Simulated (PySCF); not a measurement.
**Electronic structure of Pm²⁺ (promethium, charge +2) at the BLYP level**

Configuration: [Xe] 4f4 5d1, one real determinant (an excited configuration). Calculation: PySCF 2.14, in x2c-QZVPPall (16s10p9d6f4g1h, 180 functions); the spin-free X2C one-electron Hamiltonian (Gaussian nucleus).

* Total energy: -10019.73 hartree
* One-electron energy: -13642.45 hartree
* Hartree (Coulomb) energy: 3854.63 hartree
* Exchange-correlation energy: -231.91 hartree
* ⟨S²⟩: 8.7518
* ⟨L²⟩: 39.951
* Sum of ⟨r⟩: 35.90 bohr
* Sum of ⟨r²⟩: 44.69 bohr²
* Traceless quadrupole moment −½Σ⟨3z² − r²⟩ along its main axis: 1.82 e·bohr²
* Langevin diamagnetic susceptibility: -35.4 ×10⁻⁶ cm³/mol
* Time after the integrals: 6.5 s of wall time on 2 threads of Intel(R) Xeon(R) Processor @ 2.70GHz (shared host)

```json
{"shell": "1s α", "electrons": "1", "mean orbital energy (hartree)": "-1651.39800", "spread (hartree)": "0", "rms radius, mean of both spins (bohr)": "0.0264"}
{"shell": "1s β", "electrons": "1", "mean orbital energy (hartree)": "-1651.39778", "spread (hartree)": "0", "rms radius, mean of both spins (bohr)": "0.0264"}
{"shell": "2s α", "electrons": "1", "mean orbital energy (hartree)": "-269.11012", "spread (hartree)": "0", "rms radius, mean of both spins (bohr)": "0.107"}
{"shell": "2s β", "electrons": "1", "mean orbital energy (hartree)": "-269.10805", "spread (hartree)": "0", "rms radius, mean of both spins (bohr)": "0.107"}
{"shell": "2p α", "electrons": "3", "mean orbital energy (hartree)": "-240.77564", "spread (hartree)": "0.00147", "rms radius, mean of both spins (bohr)": "0.0959"}
{"shell": "2p β", "electrons": "3", "mean orbital energy (hartree)": "-240.77400", "spread (hartree)": "0.00206", "rms radius, mean of both spins (bohr)": "0.0959"}
{"shell": "3s α", "electrons": "1", "mean orbital energy (hartree)": "-59.29985", "spread (hartree)": "0", "rms radius, mean of both spins (bohr)": "0.278"}
{"shell": "3s β", "electrons": "1", "mean orbital energy (hartree)": "-59.25381", "spread (hartree)": "0", "rms radius, mean of both spins (bohr)": "0.278"}
{"shell": "3p α", "electrons": "3", "mean orbital energy (hartree)": "-50.36784", "spread (hartree)": "0.00718", "rms radius, mean of both spins (bohr)": "0.278"}
{"shell": "3p β", "electrons": "3", "mean orbital energy (hartree)": "-50.32218", "spread (hartree)": "0.00901", "rms radius, mean of both spins (bohr)": "0.278"}
{"shell": "3d α", "electrons": "5", "mean orbital energy (hartree)": "-37.93800", "spread (hartree)": "0.00580", "rms radius, mean of both spins (bohr)": "0.256"}
{"shell": "3d β", "electrons": "5", "mean orbital energy (hartree)": "-37.90192", "spread (hartree)": "0.01353", "rms radius, mean of both spins (bohr)": "0.256"}
{"shell": "4s α", "electrons": "1", "mean orbital energy (hartree)": "-12.41394", "spread (hartree)": "0", "rms radius, mean of both spins (bohr)": "0.629"}
{"shell": "4s β", "electrons": "1", "mean orbital energy (hartree)": "-12.29309", "spread (hartree)": "0", "rms radius, mean of both spins (bohr)": "0.629"}
{"shell": "4p α", "electrons": "3", "mean orbital energy (hartree)": "-9.46831", "spread (hartree)": "0.01031", "rms radius, mean of both spins (bohr)": "0.668"}
{"shell": "4p β", "electrons": "3", "mean orbital energy (hartree)": "-9.34799", "spread (hartree)": "0.01476", "rms radius, mean of both spins (bohr)": "0.668"}
{"shell": "4d α", "electrons": "5", "mean orbital energy (hartree)": "-5.26629", "spread (hartree)": "0.00901", "rms radius, mean of both spins (bohr)": "0.738"}
{"shell": "4d β", "electrons": "5", "mean orbital energy (hartree)": "-5.14755", "spread (hartree)": "0.03419", "rms radius, mean of both spins (bohr)": "0.738"}
{"shell": "5s α", "electrons": "1", "mean orbital energy (hartree)": "-2.16732", "spread (hartree)": "0", "rms radius, mean of both spins (bohr)": "1.50"}
{"shell": "5s β", "electrons": "1", "mean orbital energy (hartree)": "-2.09391", "spread (hartree)": "0", "rms radius, mean of both spins (bohr)": "1.50"}
{"shell": "5p α", "electrons": "3", "mean orbital energy (hartree)": "-1.43347", "spread (hartree)": "0.01057", "rms radius, mean of both spins (bohr)": "1.75"}
{"shell": "5p β", "electrons": "3", "mean orbital energy (hartree)": "-1.37214", "spread (hartree)": "0.02527", "rms radius, mean of both spins (bohr)": "1.75"}
{"shell": "4f α", "electrons": "4", "mean orbital energy (hartree)": "-0.81524", "spread (hartree)": "0.02223", "rms radius, mean of both spins (bohr)": "1.07"}
{"shell": "5d α", "electrons": "1", "mean orbital energy (hartree)": "-0.57737", "spread (hartree)": "0", "rms radius, mean of both spins (bohr)": "2.64"}
```

⟨L²⟩ = 39.95 against 72 for a pure L term, so this real determinant mixes terms. Spin-orbit coupling, absent here, splits the open shell strongly.

Densities and radii are taken from the X2C orbitals without a picture-change correction, which distorts them close to the nucleus.
